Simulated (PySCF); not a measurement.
PySCF input for 5-methylidene-2H-1,3-oxazole (C4H5NO), SMILES C=C1C=NCO1, ωB97X-D3(BJ)/def2-SVP. 

```python
import numpy as np
from pyscf import gto, scf, dft
from pyscf.geomopt import geometric_solver

mol = gto.M(
    atom='''
    C     0.06169265    2.09931543   -0.00000000
    C     0.01371003    0.76867742    0.00000000
    C    -1.15537865   -0.11032500   -0.00000000
    N    -0.82597462   -1.33623691   -0.00000000
    C     0.59765152   -1.39408075    0.00000001
    O     1.09893318   -0.06083512   -0.00000000
    H    -0.84571285    2.67192381    0.00000001
    H     0.99687362    2.62687896    0.00000000
    H    -2.17850439    0.21596893    0.00000000
    H     0.95582362   -1.92797750   -0.89000187
    H     0.95582362   -1.92797750    0.89000186
    ''',
    basis='def2-SVP',
    charge=0,
    spin=0,
    max_memory=1600,
    verbose=3,
)
mf = dft.RKS(mol, xc='wb97x-d3bj').density_fit(auxbasis='def2-universal-jkfit')
mf.grids.level = 3
mf.conv_tol = 1e-9
mf.max_cycle = 100
mf.kernel()
grad = mf.nuc_grad_method()
grad.grid_response = mol.nao <= 150
conv, mol_eq = geometric_solver.kernel(grad, convergence_set='GAU_TIGHT', maxsteps=100)
print(mol_eq.tostring(format='xyz'))
mf.reset(mol_eq)
mf.kernel()
```

Program output:

```
converged SCF energy = -285.254268184668
[banner and settings of the optimiser left out]
Geometry optimization cycle 1
Cartesian coordinates (Angstrom)
 Atom        New coordinates             dX        dY        dZ
   C   0.061693   2.099315   0.000000    0.000000  0.000000  0.000000
   C   0.013710   0.768677   0.000000    0.000000  0.000000  0.000000
   C  -1.155379  -0.110325   0.000000    0.000000  0.000000  0.000000
   N  -0.825975  -1.336237   0.000000    0.000000  0.000000  0.000000
   C   0.597652  -1.394081   0.000000    0.000000  0.000000  0.000000
   O   1.098933  -0.060835   0.000000   -0.000000  0.000000  0.000000
   H  -0.845713   2.671924   0.000000    0.000000  0.000000  0.000000
   H   0.996874   2.626879   0.000000    0.000000  0.000000  0.000000
   H  -2.178504   0.215969   0.000000    0.000000 -0.000000  0.000000
   H   0.955824  -1.927977  -0.890002   -0.000000  0.000000  0.000000
   H   0.955824  -1.927977   0.890002   -0.000000  0.000000  0.000000

WARN: Mole.unit (angstrom) is changed to Bohr

converged SCF energy = -285.254268184676
--------------- DFRKS_Scanner gradients ---------------
         x                y                z
0 C    -0.0015974487     0.0046870034    -0.0000000010
1 C    -0.0102846072    -0.0024051772     0.0000000009
2 C    -0.0068499004     0.0074481586    -0.0000000007
3 N     0.0114465074     0.0083357373    -0.0000000011
4 C    -0.0069750867     0.0014325622     0.0000000146
5 O     0.0034899265    -0.0050866879    -0.0000000004
6 H     0.0123583190    -0.0058361320     0.0000000004
7 H    -0.0122129509    -0.0056834892     0.0000000001
8 H     0.0145029589    -0.0059708723     0.0000000002
9 H    -0.0019388443     0.0015394367     0.0037920930
10 H    -0.0019388511     0.0015394457    -0.0037921115
----------------------------------------------
cycle 1: E = -285.254268185  dE = -285.254  norm(grad) = 0.0343946
Step    0 : Gradient = 1.037e-02/1.568e-02 (rms/max) Energy = -285.2542681847
[...]
Hessian Eigenvalues: 2.30000e-02 2.30000e-02 2.30000e-02 ... 5.92769e-01 6.32975e-01 7.46623e-01

Geometry optimization cycle 5
Cartesian coordinates (Angstrom)
 Atom        New coordinates             dX        dY        dZ
   C   0.068813   2.107335  -0.000000    0.001280  0.000041 -0.000000
   C   0.018045   0.771551   0.000000    0.000033 -0.000039 -0.000000
   C  -1.163379  -0.121008   0.000000   -0.000745  0.000575 -0.000000
   N  -0.840420  -1.352336   0.000000   -0.000001  0.000734 -0.000000
   C   0.602696  -1.402441   0.000000    0.000550 -0.000238  0.000000
   O   1.093646  -0.060069   0.000000   -0.000464 -0.000182 -0.000000
   H  -0.861898   2.676759  -0.000000   -0.001059 -0.004175 -0.000000
   H   1.022210   2.638916  -0.000000    0.000505  0.001488 -0.000000
   H  -2.202195   0.226501   0.000000   -0.000393  0.001425 -0.000000
   H   0.968709  -1.929932  -0.897882    0.000148  0.000190 -0.000287
   H   0.968709  -1.929932   0.897883    0.000148  0.000190  0.000287
converged SCF energy = -285.255714283903
--------------- DFRKS_Scanner gradients ---------------
         x                y                z
0 C     0.0002726065     0.0000224119    -0.0000000026
1 C    -0.0003984610    -0.0000109262     0.0000000013
2 C    -0.0002582228     0.0002300109    -0.0000000045
3 N     0.0003258271     0.0000972332    -0.0000000013
4 C    -0.0001352446    -0.0001850069     0.0000000038
5 O     0.0000994629     0.0000265835    -0.0000000004
6 H    -0.0000455526    -0.0002173970     0.0000000010
7 H     0.0000371924     0.0000580433     0.0000000001
8 H     0.0000038657    -0.0000077395     0.0000000008
9 H     0.0000492641    -0.0000066001     0.0000120127
10 H     0.0000492640    -0.0000065991    -0.0000120139
----------------------------------------------
cycle 5: E = -285.255714284  dE = -9.5165e-07  norm(grad) = 0.000769039
Step    4 : Displace = 1.571e-03/4.281e-03 (rms/max) Trust = 9.213e-03 (+) Grad = 2.319e-04/3.986e-04 (rms/max) E (change) = -285.2557142839 (-9.516e-07) Quality = 0.371
Hessian Eigenvalues: 2.30000e-02 2.30000e-02 2.30000e-02 ... 5.89200e-01 6.35133e-01 7.58062e-01

Geometry optimization cycle 6
Cartesian coordinates (Angstrom)
 Atom        New coordinates             dX        dY        dZ
   C   0.068084   2.107418  -0.000000   -0.000730  0.000083  0.000000
   C   0.017926   0.771516   0.000000   -0.000119 -0.000035  0.000000
   C  -1.163187  -0.121625   0.000000    0.000192 -0.000618  0.000000
   N  -0.840497  -1.352958   0.000000   -0.000076 -0.000623  0.000000
   C   0.602847  -1.402421   0.000000    0.000151  0.000020  0.000000
   O   1.093487  -0.059944   0.000000   -0.000160  0.000125  0.000000
   H  -0.861326   2.679086  -0.000000    0.000572  0.002327 -0.000000
   H   1.022074   2.637888  -0.000000   -0.000136 -0.001028  0.000000
   H  -2.202015   0.225950   0.000000    0.000180 -0.000551  0.000000
   H   0.968772  -1.929781  -0.897975    0.000063  0.000150 -0.000093
   H   0.968772  -1.929781   0.897975    0.000063  0.000150  0.000093
converged SCF energy = -285.255715288122
--------------- DFRKS_Scanner gradients ---------------
         x                y                z
0 C     0.0000042829     0.0000311156    -0.0000000021
1 C    -0.0000156509    -0.0000159162    -0.0000000002
2 C    -0.0000152645     0.0000297798    -0.0000000002
3 N     0.0000791281     0.0000047667     0.0000000007
4 C    -0.0000572269    -0.0000947996    -0.0000000078
5 O    -0.0000221720     0.0000290587     0.0000000037
6 H     0.0000056161     0.0000110661    -0.0000000002
7 H    -0.0000024267     0.0000065876     0.0000000002
8 H    -0.0000016986     0.0000024494    -0.0000000002
9 H     0.0000127086    -0.0000020714     0.0000007368
10 H     0.0000127097    -0.0000020728    -0.0000007393
----------------------------------------------
cycle 6: E = -285.255715288  dE = -1.00422e-06  norm(grad) = 0.000151761
Step    5 : Displace = 8.867e-04/2.418e-03 (rms/max) Trust = 9.213e-03 (=) Grad = 4.576e-05/1.107e-04 (rms/max) E (change) = -285.2557152881 (-1.004e-06) Quality = 1.009
Hessian Eigenvalues: 2.30000e-02 2.30000e-02 2.30000e-02 ... 5.96693e-01 6.45323e-01 7.50684e-01

Geometry optimization cycle 7
Cartesian coordinates (Angstrom)
 Atom        New coordinates             dX        dY        dZ
   C   0.068054   2.107331   0.000000   -0.000030 -0.000088  0.000000
   C   0.018084   0.771462   0.000000    0.000158 -0.000054  0.000000
   C  -1.163097  -0.121619   0.000000    0.000090  0.000006  0.000000
   N  -0.840553  -1.352956   0.000000   -0.000057  0.000002  0.000000
   C   0.602871  -1.402289   0.000000    0.000025  0.000132  0.000000
   O   1.093665  -0.059931   0.000000    0.000178  0.000013  0.000000
   H  -0.861527   2.678722  -0.000000   -0.000201 -0.000364  0.000000
   H   1.021960   2.637954  -0.000000   -0.000114  0.000066  0.000000
   H  -2.201893   0.226051   0.000000    0.000122  0.000101  0.000000
   H   0.968687  -1.929686  -0.897988   -0.000085  0.000095 -0.000013
   H   0.968687  -1.929686   0.897989   -0.000085  0.000095  0.000014
converged SCF energy = -285.255715308918
--------------- DFRKS_Scanner gradients ---------------
         x                y                z
0 C    -0.0000014976    -0.0000067653    -0.0000000006
1 C     0.0000233497    -0.0000179932    -0.0000000003
2 C     0.0000066654    -0.0000149695    -0.0000000027
3 N    -0.0000043537    -0.0000041209    -0.0000000019
4 C    -0.0000515167     0.0000104324     0.0000000100
5 O     0.0000276468     0.0000328926    -0.0000000054
6 H    -0.0000029955    -0.0000022354     0.0000000010
7 H     0.0000021844    -0.0000004029    -0.0000000004
8 H    -0.0000013185    -0.0000033413     0.0000000008
9 H     0.0000008949     0.0000032404    -0.0000007813
10 H     0.0000008993     0.0000032357     0.0000007833
----------------------------------------------
cycle 7: E = -285.255715309  dE = -2.07965e-08  norm(grad) = 7.6721e-05
Step    6 : Displace = 1.732e-04/3.797e-04 (rms/max) Trust = 1.303e-02 (+) Grad = 2.313e-05/5.256e-05 (rms/max) E (change) = -285.2557153089 (-2.080e-08) Quality = 0.636
Hessian Eigenvalues: 2.30000e-02 2.30000e-02 2.30000e-02 ... 6.05076e-01 6.36840e-01 7.82579e-01

Geometry optimization cycle 8
Cartesian coordinates (Angstrom)
 Atom        New coordinates             dX        dY        dZ
   C   0.068015   2.107354   0.000000   -0.000038  0.000024  0.000000
   C   0.018008   0.771484   0.000000   -0.000076  0.000022  0.000000
   C  -1.163124  -0.121649   0.000000   -0.000027 -0.000030  0.000000
   N  -0.840507  -1.352975   0.000000    0.000046 -0.000019 -0.000000
   C   0.602942  -1.402297   0.000000    0.000071 -0.000008 -0.000000
   O   1.093600  -0.059915   0.000000   -0.000065  0.000016  0.000000
   H  -0.861521   2.678812  -0.000000    0.000006  0.000090 -0.000000
   H   1.021948   2.637925   0.000000   -0.000012 -0.000028  0.000000
   H  -2.201930   0.225988   0.000000   -0.000037 -0.000062  0.000000
   H   0.968755  -1.929687  -0.897992    0.000068 -0.000001 -0.000004
   H   0.968755  -1.929687   0.897992    0.000068 -0.000001  0.000004
converged SCF energy = -285.255715316447
--------------- DFRKS_Scanner gradients ---------------
         x                y                z
0 C    -0.0000014918    -0.0000015183     0.0000000002
1 C     0.0000098514    -0.0000027227     0.0000000009
2 C    -0.0000015907    -0.0000015055    -0.0000000026
3 N     0.0000034876     0.0000017021     0.0000000000
4 C    -0.0000099310    -0.0000135356    -0.0000000107
5 O    -0.0000016092     0.0000151406     0.0000000034
6 H     0.0000005335    -0.0000002460    -0.0000000006
7 H     0.0000002920    -0.0000009997    -0.0000000002
8 H     0.0000009563     0.0000002247    -0.0000000006
9 H    -0.0000002929     0.0000017139    -0.0000000406
10 H    -0.0000002957     0.0000017209     0.0000000298
----------------------------------------------
cycle 8: E = -285.255715316  dE = -7.52891e-09  norm(grad) = 2.55144e-05
Step    7 : Displace = 5.635e-05/1.128e-04 (rms/max) Trust = 1.303e-02 (=) Grad = 7.693e-06/1.679e-05 (rms/max) E (change) = -285.2557153164 (-7.529e-09) Quality = 1.138
Hessian Eigenvalues: 2.30000e-02 2.30000e-02 2.30000e-02 ... 5.96480e-01 6.40745e-01 7.75214e-01

Geometry optimization cycle 9
Cartesian coordinates (Angstrom)
 Atom        New coordinates             dX        dY        dZ
   C   0.067974   2.107361   0.000000   -0.000042  0.000007  0.000000
   C   0.017977   0.771489   0.000000   -0.000031  0.000004  0.000000
   C  -1.163126  -0.121681   0.000000   -0.000002 -0.000031  0.000000
   N  -0.840470  -1.352997   0.000001    0.000037 -0.000022  0.000000
   C   0.602991  -1.402273   0.000001    0.000049  0.000024  0.000000
   O   1.093596  -0.059893   0.000001   -0.000004  0.000022  0.000000
   H  -0.861567   2.678814  -0.000000   -0.000045  0.000002  0.000000
   H   1.021901   2.637942   0.000000   -0.000047  0.000016  0.000000
   H  -2.201943   0.225925   0.000000   -0.000013 -0.000063  0.000000
   H   0.968810  -1.929666  -0.897989    0.000055  0.000022  0.000003
   H   0.968810  -1.929665   0.897991    0.000055  0.000022 -0.000002
converged SCF energy = -285.255715317245
--------------- DFRKS_Scanner gradients ---------------
         x                y                z
0 C     0.0000001452     0.0000023058    -0.0000000010
1 C     0.0000048804    -0.0000039417    -0.0000000019
2 C    -0.0000001231    -0.0000055384    -0.0000000024
3 N     0.0000032986     0.0000040778    -0.0000000042
4 C    -0.0000039043    -0.0000061639     0.0000000120
5 O    -0.0000024540     0.0000048489    -0.0000000068
6 H    -0.0000005159     0.0000008965     0.0000000015
7 H     0.0000011799     0.0000001502    -0.0000000002
8 H    -0.0000012041     0.0000012787    -0.0000000004
9 H    -0.0000006614     0.0000010649     0.0000007677
10 H    -0.0000006586     0.0000010593    -0.0000007698
----------------------------------------------
cycle 9: E = -285.255715317  dE = -7.98025e-10  norm(grad) = 1.39836e-05
Step    8 : Displace = 1.323e-05/2.395e-05 (rms/max) Trust = 1.843e-02 (+) Grad = 4.216e-06/7.296e-06 (rms/max) E (change) = -285.2557153172 (-7.980e-10) Quality = 1.339
Hessian Eigenvalues: 2.30000e-02 2.30000e-02 2.30000e-02 ... 5.96480e-01 6.40745e-01 7.75214e-01
Converged! =D

11
XYZ from PySCF
C           0.06797361        2.10736120        0.00000011
C           0.01797694        0.77148860        0.00000033
C          -1.16312571       -0.12168060        0.00000044
N          -0.84046990       -1.35299701        0.00000069
C           0.60299087       -1.40227298        0.00000080
O           1.09359610       -0.05989255        0.00000055
H          -0.86156663        2.67881385       -0.00000001
H           1.02190111        2.63794189        0.00000006
H          -2.20194294        0.22592548        0.00000030
H           0.96880973       -1.92966552       -0.89798876
H           0.96880967       -1.92966525        0.89799055
converged SCF energy = -285.255715317333
```

The calculation finished and met its thresholds.

Cost: roughly 100 core-seconds.
